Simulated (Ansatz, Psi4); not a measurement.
Input for Psi4:
```
memory 2 GB

molecule {
1 2
  C    -1.20737674    0.05679404   -0.23099301
  C     0.08149985    0.01376709    0.43060907
  C     1.30248053   -0.08335099   -0.14521574
  H    -1.90844225   -0.68637557    0.17911264
  H    -1.70998107    0.99470355    0.05610396
  H    -1.14667474   -0.07339176   -1.30958177
  H     0.04418095    0.06742610    1.52303029
  H     1.50139258    0.26564072   -1.15435202
  H     2.15990263   -0.49126387    0.37928506
}

set basis sto-3g
set reference uks
set scf_type pk
set puream true
set d_convergence 1e-8
set dft_radial_points 99
set dft_spherical_points 590

energy('wb97x')
print_variables()
```

Task: Give the equivalent Ansatz (a quantum-chemistry and plane-wave program) input.

Result: Several could match; the one computed here: 
Ansatz 0.2 input:
```yaml
crystal:
  periodic: [false, false, false]
  atoms:
    - {symbol: C, position_ang: [-1.20737674, 0.05679404, -0.23099301]}
    - {symbol: C, position_ang: [0.08149985, 0.01376709, 0.43060907]}
    - {symbol: C, position_ang: [1.30248053, -0.08335099, -0.14521574]}
    - {symbol: H, position_ang: [-1.90844225, -0.68637557, 0.17911264]}
    - {symbol: H, position_ang: [-1.70998107, 0.99470355, 0.05610396]}
    - {symbol: H, position_ang: [-1.14667474, -0.07339176, -1.30958177]}
    - {symbol: H, position_ang: [0.04418095, 0.06742610, 1.52303029]}
    - {symbol: H, position_ang: [1.50139258, 0.26564072, -1.15435202]}
    - {symbol: H, position_ang: [2.15990263, -0.49126387, 0.37928506]}
basis:
  gaussian:
    orbitals: STO-3G
hamiltonian:
  xc: {name: wB97X}
total_charge: 1
magnetization: {spin_polarized: true, initial_magnetization: 1}
accuracy: high
```

Both were run: Psi4 gave -116.143224 Eh and Ansatz -116.143224 Eh, 0.000 mEh apart.
